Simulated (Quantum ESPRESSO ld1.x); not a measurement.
Co XXI, configuration [He] 2s2 2p3 (the NIST ground configuration).

All-electron calculation, scalar-relativistic Kohn-Sham, PW91, spin-unpolarised, spherical densities, point nucleus. Program: ld1.x of Quantum ESPRESSO 7.5.

Energy parts (eV):
part                    energy
total                 -29414.1
kinetic                29886.5
electron-nucleus      -62273.3
Hartree                 3840.1
exchange-correlation    -867.4

Orbitals (lengths in bohr, moments of r in powers of bohr; <r^-3> diverges for s and p1/2; r(90%) holds 90 % of the orbital's charge):
orbital	occ.	eigenvalue (eV)	<1/r>	r(90%)	<r>	<r^-3>
1s	2	-8635.212	27.09	0.1000	0.05601	-
2s	2	-1770.103	6.185	0.370	0.2412	-
2p	3	-1670.429	6.069	0.337	0.2087	635.0

The highest occupied level is 2p at -1670.4 eV. Summed over all electrons, <r^2> = 0.3032 bohr^2, which gives a Langevin (diamagnetic) susceptibility term of -0.24 x 10^-6 cm^3/mol. The density falls to 0.001 e/bohr^3 at r = 0.79 bohr.
